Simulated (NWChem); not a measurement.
Species: C2H2BClO; SMILES C#CB(O)Cl

```xyz
7

B     -0.3897    -0.0912     0.0000
C      0.1742     1.3342     0.0000
C      0.6026     2.4729     0.0000
H      0.9931     3.4755     0.0000
Cl     0.7071    -1.4668     0.0000
O     -1.7101    -0.3478     0.0000
H     -2.2413     0.4566     0.0000
```
Atoms are numbered in this order, from 1.

Level: PBE0/def2-SVP (NWChem), optimised geometry, unscaled harmonic frequencies. 

### Question
List the harmonic frequencies with IR intensities, and the thermochemistry.

### Answer
| frequency (cm⁻¹) | IR intensity (km/mol) |
|---|---|
| 147 | 0.7 |
| 225 | 1.1 |
| 344 | 1.8 |
| 468 | 9.6 |
| 543 | 22.0 |
| 618 | 31.7 |
| 639 | 130.4 |
| 722 | 32.1 |
| 771 | 27.3 |
| 928 | 186.6 |
| 1174 | 347.7 |
| 1399 | 327.1 |
| 2197 | 82.9 |
| 3476 | 50.2 |
| 3896 | 110.6 |

```json
{
 "zero_point_energy": "25.1 kcal/mol",
 "thermal correction to the enthalpy at 298.15 K (with zero-point energy)": "29.0 kcal/mol",
 "heat capacity Cv": "18.0 cal/(mol K)",
 "entropy at 298.15 K and 1 atm (symmetry number 1)": "74.6 cal/(mol K)",
 "dipole_moment": "2.96 D"
}
```

Rigid rotor and harmonic oscillator.
